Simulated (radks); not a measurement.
All-electron atom: Eu I in [Xe] 4f7 6s1.5 6p0.5 (fractional occupations, a model configuration).

Method: Dirac Kohn-Sham, PBE, spin-unpolarised, spherical densities, point nucleus; open shells fill j = l - 1/2 first; computed with a radial shooting solver on a logarithmic mesh with Libxc functionals.

Energy parts (eV):
part                      energy
total                 -295302.97
kinetic                321141.80
electron-nucleus      -724695.49
Hartree                114868.44
exchange-correlation    -6617.73

Orbitals (lengths in bohr, moments of r in powers of bohr; <r^-3> diverges for s and p1/2; r(90%) holds 90 % of the orbital's charge):
| orbital | occ. | eigenvalue (eV) | <r^-3> | r(90%) | <r^4> | small-component weight |
|---|---|---|---|---|---|---|
| 1s1/2 | 2 | -48322.14 | - | 0.0403 | 1.225e-06 | 5.50e-02 |
| 2s1/2 | 2 | -7931.213 | - | 0.147 | 0.0001954 | 1.21e-02 |
| 2p1/2 | 2 | -7523.773 | - | 0.130 | 0.0001212 | 1.22e-02 |
| 2p3/2 | 4 | -6875.711 | 9386 | 0.139 | 0.0001578 | 1.13e-02 |
| 3s1/2 | 2 | -1745.355 | - | 0.366 | 0.007643 | 3.82e-03 |
| 3p1/2 | 2 | -1569.528 | - | 0.359 | 0.006976 | 3.76e-03 |
| 3p3/2 | 4 | -1437.423 | 1975 | 0.377 | 0.008498 | 3.52e-03 |
| 3d3/2 | 4 | -1133.433 | 330.6 | 0.349 | 0.006203 | 3.40e-03 |
| 3d5/2 | 6 | -1104.691 | 295.1 | 0.354 | 0.006594 | 3.33e-03 |
| 4s1/2 | 2 | -346.7644 | - | 0.814 | 0.1907 | 1.20e-03 |
| 4p1/2 | 2 | -278.8718 | - | 0.843 | 0.2186 | 1.13e-03 |
| 4p3/2 | 4 | -249.7417 | 436.4 | 0.886 | 0.2661 | 1.05e-03 |
| 4d3/2 | 4 | -138.0620 | 61.61 | 0.975 | 0.3899 | 8.81e-04 |
| 4d5/2 | 6 | -132.8381 | 54.24 | 0.991 | 0.4159 | 8.59e-04 |
| 4f5/2 | 6 | -3.4689 | 6.926 | 1.71 | 6.885 | 4.68e-04 |
| 4f7/2 | 1 | -2.8564 | 6.644 | 1.75 | 8.289 | 4.57e-04 |
| 5s1/2 | 2 | -45.1394 | - | 2.00 | 6.912 | 2.49e-04 |
| 5p1/2 | 2 | -26.9959 | - | 2.30 | 12.14 | 1.95e-04 |
| 5p3/2 | 4 | -23.2075 | 55.77 | 2.45 | 15.70 | 1.73e-04 |
| 6s1/2 | 1.5 | -3.9555 | - | 6.25 | 654.7 | 2.55e-05 |
| 6p1/2 | 0.5 | -1.6104 | - | 8.57 | 2310 | 1.33e-05 |
| 6p3/2 | 0 | -1.4100 | 2.977 | 9.09 | 2925 | 1.19e-05 |

The highest occupied level is 6p1/2 at -1.610 eV. The density falls to 0.001 e/bohr^3 at r = 5.30 bohr.
